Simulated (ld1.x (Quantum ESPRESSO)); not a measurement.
## u(r) = r·R(r): atom against pseudo-atom (neon (Ne))

Columns: radius, all-electron u(r) and pseudo u(r) of the 2s shell (level -36.11 eV) of neon in the configuration [He] 2s2 2p6; LDA (PZ), scalar-relativistic, ultrasoft scheme, ld1.x (Quantum ESPRESSO) 7.5.

```json
{"r (bohr)": "0.050", "all-electron": "0.4270", "pseudo": "-0.0351"}
{"r (bohr)": "0.100", "all-electron": "0.4645", "pseudo": "-0.0811"}
{"r (bohr)": "0.150", "all-electron": "0.3151", "pseudo": "-0.1464"}
{"r (bohr)": "0.200", "all-electron": "0.0897", "pseudo": "-0.2353"}
{"r (bohr)": "0.250", "all-electron": "-0.1517", "pseudo": "-0.3473"}
{"r (bohr)": "0.300", "all-electron": "-0.3778", "pseudo": "-0.4764"}
{"r (bohr)": "0.350", "all-electron": "-0.5740", "pseudo": "-0.6129"}
{"r (bohr)": "0.400", "all-electron": "-0.7350", "pseudo": "-0.7451"}
{"r (bohr)": "0.450", "all-electron": "-0.8607", "pseudo": "-0.8616"}
{"r (bohr)": "0.500", "all-electron": "-0.9536", "pseudo": "-0.9536"}
{"r (bohr)": "0.550", "all-electron": "-1.0177", "pseudo": "-1.0177"}
{"r (bohr)": "0.600", "all-electron": "-1.0571", "pseudo": "-1.0571"}
{"r (bohr)": "0.650", "all-electron": "-1.0762", "pseudo": "-1.0762"}
{"r (bohr)": "0.700", "all-electron": "-1.0788", "pseudo": "-1.0788"}
{"r (bohr)": "0.750", "all-electron": "-1.0682", "pseudo": "-1.0682"}
{"r (bohr)": "0.800", "all-electron": "-1.0474", "pseudo": "-1.0474"}
{"r (bohr)": "0.850", "all-electron": "-1.0189", "pseudo": "-1.0189"}
{"r (bohr)": "0.900", "all-electron": "-0.9847", "pseudo": "-0.9847"}
{"r (bohr)": "0.950", "all-electron": "-0.9465", "pseudo": "-0.9465"}
{"r (bohr)": "1.000", "all-electron": "-0.9056", "pseudo": "-0.9056"}
{"r (bohr)": "1.050", "all-electron": "-0.8631", "pseudo": "-0.8631"}
{"r (bohr)": "1.100", "all-electron": "-0.8199", "pseudo": "-0.8199"}
{"r (bohr)": "1.150", "all-electron": "-0.7766", "pseudo": "-0.7766"}
{"r (bohr)": "1.200", "all-electron": "-0.7339", "pseudo": "-0.7339"}
{"r (bohr)": "1.250", "all-electron": "-0.6920", "pseudo": "-0.6920"}
{"r (bohr)": "1.300", "all-electron": "-0.6512", "pseudo": "-0.6512"}
```

Q: How many radial nodes do the two functions have?

A: The all-electron 2s function has n − l − 1 = 1; the pseudo-wave has 0, since the states of the same l below it are removed with the core.

Q: At about which radius was the pseudo-wave matched?

A: 0.50 bohr, where the columns begin to agree (steps of 0.05 bohr).

Q: Is the pseudo-wave norm-conserving?

A: No, it belongs to an ultrasoft set: the norm inside the radius is not constrained, and the difference is carried by the augmentation charge.
